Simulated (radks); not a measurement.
Values are calculated unless marked as measured or tabulated.
Question: Species: Mo3+. Configuration: [Kr] 4d3 (the NIST ground configuration). Level of theory: scalar-relativistic Kohn-Sham, PBEsol, spin-polarised, spherical densities, finite nucleus; open shells are filled with parallel spins first (spin-orbit coupling, left out, can overturn this in heavy ions); Fermi nuclear charge, rms radius 4.4091 fm (a radial shooting solver on a logarithmic mesh with Libxc functionals). Some entries of the table are withheld. Estimate them.

| orbital | occ. | eigenvalue (eV) | <1/r> (bohr^-1) | r(max) (bohr) |
|---|---|---|---|---|
| 1s down | 1 | -19842.20 | 43.53 | 0.02288 |
| 1s up | 1 | -19842.19 | 43.53 | 0.02288 |
| 2s up | 1 | -2830.971 | 9.799 | 0.1297 |
| 2s down | 1 | -2830.578 | 9.800 | 0.1297 |
| 2p up | 3 | -2534.845 | 9.529 | 0.1036 |
| 2p down | 3 | -2534.550 | 9.530 | 0.1036 |
| 3s up | 1 | -508.6978 | 3.364 | 0.3838 |
| 3s down | 1 | -508.4708 | 3.364 | 0.3839 |
| 3p up | 3 | -411.6984 | 3.200 | 0.3772 |
| 3p down | 3 | -411.4441 | 3.200 | 0.3773 |
| 3d up | 5 | -253.8027 | 2.969 | 0.3223 |
| 3d down | 5 | -253.4220 | 2.969 | 0.3224 |
| 4s up | 1 | -97.0930 | 1.239 | 0.9874 |
| 4s down | 1 | -94.9782 | 1.248 | 0.9835 |
| 4p up | 3 | (1) | (2) | 1.067 |
| 4p down | 3 | (3) | (4) | 1.061 |
| 4d up | 3 | -33.9193 | 0.8193 | (5) |
| 4d down | 0 | -31.3655 | 0.8200 | (6) |

Answer: 
(1) 4p up eigenvalue (eV): -70.9279
(2) 4p up <1/r> (bohr^-1): 1.105
(3) 4p down eigenvalue (eV): -68.6027
(4) 4p down <1/r> (bohr^-1): 1.113
(5) 4d up r(max) (bohr): 1.315
(6) 4d down r(max) (bohr): 1.304
